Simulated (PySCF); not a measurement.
**Carbon: a sound run and one with changed settings**

Sound run: C⁺ [He] 2s2 2p1, C²⁺ [He] 2s2. Calculation: PySCF 2.14, in def2-TZVP (5s3p2d1f, 31 functions); the non-relativistic Hamiltonian (point nucleus). The sound run starts from symmetry-adapted Hartree-Fock orbitals and uses a fine grid where one is needed.

A second run was set up differently.

| species | method | sound run (hartree) | changed run (hartree) | converged |
| --- | --- | --- | --- | --- |
| C⁺ | UHF | -37.29554 | -37.29554 | yes |
| C⁺ | BP86 | -37.42094 | -37.42039 | yes |
| C⁺ | LDA | -37.03808 | -37.03830 | yes |
| C²⁺ | UHF | -36.40730 | -36.40730 | yes |
| C²⁺ | BP86 | -36.50542 | -36.50542 | yes |
| C²⁺ | LDA | -36.12797 | -36.12797 | yes |

Ionisation energy of C⁺:

| method | sound run (eV) | changed run (eV) |
| --- | --- | --- |
| UHF | 24.170 | 24.170 |
| BP86 | 24.913 | 24.898 |
| LDA | 24.766 | 24.771 |

**Question.** What was changed?
A. angular grid far too coarse
B. level shift left on
C. too few SCF iterations
D. all electrons correlated in a valence basis

**Answer.** A. It used 26 angular points. A coarse angular grid integrates products of high-l functions wrongly, so density functionals can shift, and the SCF can exploit the error; Hartree-Fock and MP2 need no grid.
